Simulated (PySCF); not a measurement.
Compound: C3H3Cl2FGe.
Bonds: F1–C2, C2–Cl3, C2–Cl4, C2–C5, C5–C6 (triple), C6–Ge7. Hydrogens: H8, H9, H10 on Ge7.

Computed by this run: PBE0-D3(BJ)/def2-SVP geometry optimisation, gas phase in PySCF; density fitting, grid level 1; the optimiser is geomeTRIC in internal coordinates, started from a GFN2-xTB structure with every atom displaced at random (about 0.01 Å).

Step 0: E = -87396.7632 eV
```
atom  x, y, z in Å  |  force x, y, z in eV/Å
F1      2.7665   -0.9212   -0.7670   -0.689   0.789   0.540
C2      2.1787   -0.0024    0.0653    1.382  -0.286  -0.390
Cl3     2.7158   -0.3921    1.7205   -0.070   0.027  -0.048
Cl4     2.8318    1.6279   -0.3897   -0.333  -0.550   0.074
C5      0.7434   -0.0263   -0.0074    0.735   0.058  -0.113
C6     -0.4623   -0.0286   -0.0512   -0.489  -0.062  -0.073
Ge7    -2.3460   -0.0673   -0.1383    0.479   0.169   0.063
H8     -2.8506    0.2168    1.2257   -0.389   0.191   0.939
H9     -2.7523   -1.4148   -0.5879   -0.318  -0.996  -0.355
H10    -2.7743    0.9871   -1.0911   -0.308   0.660  -0.636
```

Task: Estimate the geometry and energy of step 1. (The exact step hangs on the optimiser's Hessian estimate; all steps are aligned on step 0, rigid shifts and turns removed.)

Result: E = -87396.8749 eV, largest force 0.429 eV/Å
```
atom  x, y, z in Å  |  force x, y, z in eV/Å
F1      2.6178   -0.9207   -0.7864    0.361  -0.063  -0.008
C2      2.2217    0.0123    0.0899   -0.403  -0.052  -0.138
Cl3     2.8336   -0.4163    1.7031    0.009  -0.013  -0.016
Cl4     2.8876    1.5816   -0.4159    0.047   0.027   0.008
C5      0.7656    0.0536    0.0800    0.093   0.071   0.114
C6     -0.4461    0.0207    0.0014   -0.201   0.011   0.003
Ge7    -2.3499   -0.0699   -0.1476   -0.051  -0.001   0.037
H8     -2.9510    0.2035    1.2463    0.054  -0.031  -0.136
H9     -2.7191   -1.4871   -0.6350    0.042   0.164   0.048
H10    -2.8099    1.0013   -1.1568    0.051  -0.112   0.088
```

The energy changes by -0.1117 eV. The first-order estimate −F·Δx gives -0.3247 eV and the mean of the old and new forces, exact on a quadratic surface, -0.1188 eV. The step makes an angle of 68° with the force vector and moves no atom by more than 0.150 Å.

The cost below is that of the whole optimisation. Hardware: one thread, Arm Neoverse V1 (aarch64), no GPU (shared host). Cost: 1.9 min, 0.56 GiB resident at most.
